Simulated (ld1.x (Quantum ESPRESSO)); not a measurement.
# W: one change to an RRKJ potential, before and after

| Property | Result |
| --- | --- |
| Element | tungsten (W) |
| Generator | ld1.x (Quantum ESPRESSO) 7.5 |
| Type | norm-conserving RRKJ (Kleinman–Bylander form) |
| Functional | Wu–Cohen |
| Relativity | scalar-relativistic |
| Frozen core | [Xe] 4f14 |
| Valence charge | 6 |
| Reference configuration | 5d4 6s0.5 6p0 (charge +1.5) |
| Partial waves | 6p (bound, empty): rc 2.65 bohr; 5d (bound): rc 2.10 bohr; 6s (bound): rc 2.75 bohr |
| Local potential | the s channel |
| Core correction | a·sin(br)/r model core inside 1.20 bohr |
| rho0 | 0.02 |

Change: all radii but the core radius scaled by about 1.10 (s 3.02, p 2.90, d 2.30 bohr).

Cutoffs: the cutoffs (Ry, on a coarse ladder) from which the occupation-weighted sum of valence levels, in a spherical-Bessel basis at the reference potential, stays within 10 and 1 mRy of its value at 400 Ry; they do not see the model core or the augmentation charge, which bear on the density cutoff. Errors are all-electron minus pseudo energies relative to the spin-unpolarised reference configuration.

Q: Predict the effect on cutoff, ghosts and configuration errors.

A: The potential gets softer (30 Ry and 35 Ry → 25 Ry and 30 Ry); of the 7 tests that both files solve, the error grows in 0 and shrinks in 3 by more than 15 % and 0.3 meV (median size 7.8 → 7.6 meV); neither file shows a bound ghost. A larger radius leaves more room for a smooth pseudo-wave, so fewer plane waves are needed. That the errors move this way runs against the usual rule that smaller radii transfer better.

| quantity | base | changed |
| --- | --- | --- |
| cutoff, loose | 30 Ry | 25 Ry |
| cutoff, tight | 35 Ry | 30 Ry |
| loose cutoff by channel (10 mRy a level) | d 25 Ry, s 6 Ry | d 21 Ry, s 6 Ry |
| bound ghosts | none | none |
| error for 5d4 6s2 6p0, meV [ΔE -15.92 eV] | -12 | -7.6 |
| error for 5d4 6s1 6p0, meV [ΔE -6.97 eV] | -0.7 | -0.2 |
| error for 5d4 6s0 6p0, meV [ΔE 8.72 eV] | -7.8 | -7.6 |
| error for 5d5 6s1 6p0, meV [ΔE -14.36 eV] | -41 | -36 |
| error for 5d4 6s1 6p1, meV [ΔE -11.33 eV] | -3.1 | -3.3 |
| error for 5d4 6s1.5 6p0, meV [ΔE -12.26 eV] | -5.3 | -3.3 |
| error for 5d2 6s0 6p0, meV [ΔE 71.36 eV] | -775 | -762 |
